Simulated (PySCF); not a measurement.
# Electric field gradients and quadrupole coupling constants

C4H8O2Si.
Geometry (PBE0-D3(BJ)/def2-SVP, Å), atoms numbered from 1 in this order:
```
atom  x, y, z in Å
C1    -2.520    0.298    0.004
C2    -2.392   -0.913   -0.551
Si3   -0.753   -1.717   -0.897
O4     0.383   -0.545   -0.358
C5     1.687   -0.836   -0.456
C6     2.566    0.271    0.041
O7     2.072   -1.886   -0.903
H8    -1.643    0.890    0.286
H9    -3.500    0.747    0.198
H10   -3.305   -1.465   -0.815
H11   -0.561   -1.973   -2.351
H12   -0.587   -2.978   -0.123
H13    2.320    0.497    1.089
H14    2.372    1.184   -0.541
H15    3.619   -0.018   -0.049
```

Field gradients from the PBE0/pcSseg-1 density (PySCF, non-relativistic), principal values in atomic units, ordered |Vxx| ≤ |Vyy| ≤ |Vzz|:

```
atom      Vxx      Vyy      Vzz
  O4  -0.6770  -0.6846   1.3616
  O7   0.6352   0.9776  -1.6128
```

**Question.** Find the asymmetry η = (Vxx − Vyy)/Vzz and the couplings χ = eQV/h (234.96 MHz × Q in barn × V in au), with Q(17O) = −0.0256 b.

**Answer.** 
| atom | environment | nucleus | η | χzz (MHz) | χxx (MHz) | χyy (MHz) |
| --- | --- | --- | --- | --- | --- | --- |
| O4 | oxygen singly bound to a carbonyl carbon | 17O | 0.01 | -8.19 | 4.07 | 4.12 |
| O7 | carbonyl oxygen | 17O | 0.21 | 9.70 | -3.82 | -5.88 |

The gradient is axial or nearly so (η below 0.05) at O4. The tensor is traceless: Vxx + Vyy + Vzz = 0.

**Question.** What is Vzz at O7 in SI units (1 au = 9.71736 × 10²¹ V/m²)?

**Answer.** -1.6128 au = -15.672 × 10²¹ V/m².

**Question.** And the gradient at the other heavy atoms, for which no coupling is worked out here?

**Answer.** 
```tsv
atom	environment	Vzz (au)	η
C1	terminal =CH2 carbon	0.389	0.30
C2	alkene CH carbon	0.328	0.39
Si3	oxygen-bound silicon	0.739	0.05
C5	carbonyl carbon	-0.418	0.99
C6	methyl carbon next to a carbonyl	0.091	0.60
```

**Question.** What couplings would deuterons (Q(2H) = 0.00286 b) have in place of the hydrogens, at this geometry?

**Answer.** 
```
atom  bonded to  bond length (Å)  Vzz (au)     η  χzz (kHz)
  H8         C1            1.095    0.2975  0.03        200
  H9         C1            1.096    0.3009  0.03        202
 H10         C2            1.099    0.2992  0.05        201
 H11        Si3            1.489    0.1404  0.06         94
 H12        Si3            1.488    0.1407  0.06         95
 H13         C6            1.100    0.2910  0.04        196
 H14         C6            1.100    0.2907  0.04        195
 H15         C6            1.095    0.2956  0.02        199
```

Geometry: PBE0-D3(BJ)/def2-SVP, one conformer, isolated molecule. A larger basis could move these couplings by a tenth or more.

The run behind these numbers computed NMR shieldings as well. The run took 65 s wall (with the writing of density and orbital grids) on Intel Xeon at 2.50 GHz, one thread, shared host with 64 logical CPUs at a one-minute load of 62, and the process peaked at 0.80 GiB of memory.
